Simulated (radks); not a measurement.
Results of a calculation; reference values are marked as such.
Isoelectronic series with 5 electrons, each ion in its NIST ground configuration. Code: a radial shooting solver on a logarithmic mesh with Libxc functionals. Model: scalar-relativistic Kohn-Sham, r2SCAN, spin-polarised, spherical densities, finite nucleus; open shells are filled with parallel spins first (spin-orbit coupling, left out, can overturn this in heavy ions); meta-GGA in the generalised Kohn-Sham scheme; Fermi nuclear charge, rms radius of each element as measured or else 0.836 A^(1/3) + 0.57 fm. Total energies (hartree) and mean radii <r> (bohr) (* marks an orbital that is empty in some or all of the ions):

B: configuration [He] 2s2 2p1; E (hartree) -24.62923; 2p down* 2.306; 2p up 2.242; 2s down 1.987
Ne5+: configuration [He] 2s2 2p1; E (hartree) -116.11653; 2p down* 0.6786; 2p up 0.6657; 2s down 0.7405
P10+: configuration [He] 2s2 2p1; E (hartree) -276.90881; 2p down* 0.4021; 2p up 0.3975; 2s down 0.4559
Ca15+: configuration [He] 2s2 2p1; E (hartree) -507.64849; 2p down* 0.2858; 2p up 0.2834; 2s down 0.3289
Mn20+: configuration [He] 2s2 2p1; E (hartree) -809.30598; 2p down* 0.2215; 2p up 0.2201; 2s down 0.2567
Zn25+: configuration [He] 2s2 2p1; E (hartree) -1183.17502; 2p down* 0.1806; 2p up 0.1797; 2s down 0.2100
Br30+: configuration [He] 2s2 2p1; E (hartree) -1630.89775; 2p down* 0.1522; 2p up 0.1516; 2s down 0.1773
Zr35+: configuration [He] 2s2 2p1; E (hartree) -2154.50276; 2p down* 0.1314; 2p up 0.1309; 2s down 0.1530
Rh40+: configuration [He] 2s2 2p1; E (hartree) -2756.44421; 2p down* 0.1154; 2p up 0.1150; 2s down 0.1341
